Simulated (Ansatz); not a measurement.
The first iterations of a band of CH₆GeOSSi (11 atoms, charge 0, multiplicity 1).

Theory: RKS B3LYP-D4/def2-SVP in Ansatz 0.2.0.

```yaml
movable_images: 5
climbing_image: yes
spring: 5.0 eV/Å²
optimiser: quadratic models (default)
start_path: through a guess of the saddle point
force_threshold: 0.03 eV/Å
iteration_limit: 6
end_points: relaxed
```

Initial state:

```xyz
11
Properties=species:S:1:pos:R:3
Si -1.007 -1.633 1.261
Ge 0.157 0.363 0.668
O 1.297 -0.264 -0.746
C 0.546 0.768 -1.228
S 1.514 2.243 -1.672
H -1.989 -1.349 2.347
H -1.727 -2.096 0.042
H -0.047 -2.677 1.716
H 1.096 1.073 1.662
H -0.226 0.524 -1.978
H 0.452 2.992 -2.052
```

Final state:

```xyz
11
Properties=species:S:1:pos:R:3
Si -1.024 -1.695 1.568
Ge -0.769 0.414 0.296
O 1.247 -1.056 -1.594
C 0.606 -0.525 -0.816
S 1.598 2.602 -1.971
H -1.911 -1.361 2.725
H -1.725 -2.718 0.732
H 0.224 -2.315 2.109
H 0.434 0.969 1.167
H 0.734 2.455 -3.002
H 0.651 3.174 -1.192
```

| iteration | highest image above the first end (eV) | largest band force component (eV/Å) |
| --- | --- | --- |
| 1 | 5.814 | 17.161 |
| 2 | 4.617 | 3.827 |

Question: Does the band converge within its limit, and where does its top end?

Answer: It did not converge within its limit. It ended after 6 iterations with the highest image 1.905 eV above the first end. The band didn't meet its force threshold, so its energies are provisional: the largest band force was still 2.34 eV/Å, and over the last iterations the top moved between 1.90 and 2.91 eV. The orbitals stay closed-shell, which can raise the energy where a bond breaks towards radicals; this wasn't checked here.

Time of the run: 2.2 min on 2 threads of Arm Neoverse V2 (shared host), peak memory 0.34 GiB.
